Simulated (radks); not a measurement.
Values are calculated unless marked as measured or tabulated.
Problem. All-electron atom: the terbium ion Tb3+ in [Xe] 4f5 5d1 6p2 (not the ground configuration). Code: a radial shooting solver on a logarithmic mesh with Libxc functionals. Model: Dirac Kohn-Sham, PBE, spin-unpolarised, spherical densities, point nucleus; open shells fill j = l - 1/2 first. Some entries of the table are withheld. Estimate them.

orbital  occ.  eigenvalue (eV)  <1/r> (bohr^-1)  r(max) (bohr)
1s1/2       2        -51871.69            73.13        0.01364
2s1/2       2        -8652.135            17.48        0.07767
2p1/2       2        -8224.139              (1)        0.05860
2p3/2       4        -7477.826              (2)        0.06452
3s1/2       2        -1977.011            6.376         0.2200
3p1/2       2        -1791.166              (3)         0.2074
3p3/2       4        -1637.191              (4)         0.2198
3d3/2       4        -1317.261            5.636         0.1745
3d5/2       6        -1283.715            5.504         0.1780
4s1/2       2        -447.1236            2.686         0.5037
4p1/2       2        -374.0307            2.582            (5)
4p3/2       4        -338.9146            2.403            (6)
4d3/2       4              (7)            2.197         0.5376
4d5/2       6              (8)            2.154         0.5458
5s1/2       2         -96.7357            1.098          1.129
5p1/2       2         -74.4067           0.9995          1.207
5p3/2       4         -68.3443           0.9385          1.270
4f5/2       5         -66.9670            1.736         0.5274
4f7/2       0         -65.9333            1.721         0.5314
5d3/2       1         -36.8596           0.7277          1.531
5d5/2       0         -36.1031           0.7147          1.556
6p1/2       2              (9)           0.4111          2.910
6p3/2       0             (10)           0.3931          3.041

Solution. 
(1) 2p1/2 <1/r> (bohr^-1): 17.45
(2) 2p3/2 <1/r> (bohr^-1): 15.35
(3) 3p1/2 <1/r> (bohr^-1): 6.290
(4) 3p3/2 <1/r> (bohr^-1): 5.758
(5) 4p1/2 r(max) (bohr): 0.5071
(6) 4p3/2 r(max) (bohr): 0.5330
(7) 4d3/2 eigenvalue (eV): -218.2556
(8) 4d5/2 eigenvalue (eV): -211.7724
(9) 6p1/2 eigenvalue (eV): -23.2668
(10) 6p3/2 eigenvalue (eV): -22.1526
